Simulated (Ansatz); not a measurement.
Relaxation of BH8NOSi (12 atoms, charge 0, multiplicity 1), to a largest force component of 0.03 eV/Å in at most 50 steps.

These are results of RKS B3LYP/6-31G* (Ansatz 0.2.0), not measurements.

```xyz
12
Properties=species:S:1:pos:R:3
B -0.064 0.437 -0.420
N 0.009 -0.089 2.272
H -0.707 -0.188 2.991
H 0.893 -0.393 2.679
H 1.077 0.105 -0.512
H -0.978 -0.233 -0.806
O -0.298 1.729 0.035
Si -1.725 2.587 0.154
H -2.865 1.834 -0.431
H -1.994 2.859 1.593
H -1.558 3.879 -0.555
H 0.099 0.924 2.065
```

Problem. Where does it end, and by what steps?

Solution. The forces met the threshold. The force dipped under the threshold on the way, but the program's further checks kept it going. After 22 steps the energy has fallen by 0.643 eV; H10 moved furthest, 1.12 Å. Joined: B1–N2 (2.74 → 1.67 Å).

```tsv
step	energy less start (eV)	largest force component (eV/Å)	accepted
0	0.0000	0.815	yes
1	-0.0599	0.975	yes
2	-0.1101	1.725	yes
3	-0.2693	1.224	yes
4	-0.4772	0.601	yes
5	-0.4847	1.390	yes
6	-0.5615	0.315	yes
7	-0.5947	0.122	yes
8	-0.5966	0.503	yes
9	-0.6117	0.264	yes
10	-0.6165	0.083	yes
11	-0.6178	0.046	yes
12	-0.6177	0.246	no
13	-0.6135	0.213	no
14	-0.6197	0.031	yes
15	-0.6232	0.073	yes
16	-0.6237	0.200	yes
17	-0.6310	0.166	yes
18	-0.6389	0.066	yes
19	-0.6383	0.263	no
20	-0.6414	0.014	yes
21	-0.6429	0.063	yes
22	-0.6434	0.027	yes
```

```xyz
12
Properties=species:S:1:pos:R:3
B -0.138 0.556 0.431
N 0.310 -0.135 1.888
H -0.521 -0.328 2.449
H 0.831 -1.004 1.761
H 0.922 0.755 -0.133
H -0.829 -0.296 -0.097
O -0.837 1.747 0.875
Si -1.915 2.670 0.055
H -3.058 1.872 -0.483
H -2.463 3.686 0.998
H -1.303 3.408 -1.092
H 0.889 0.522 2.413
```

Run time: 86 s on 1 thread of Arm Neoverse V2 (shared host), peak memory 0.16 GiB.
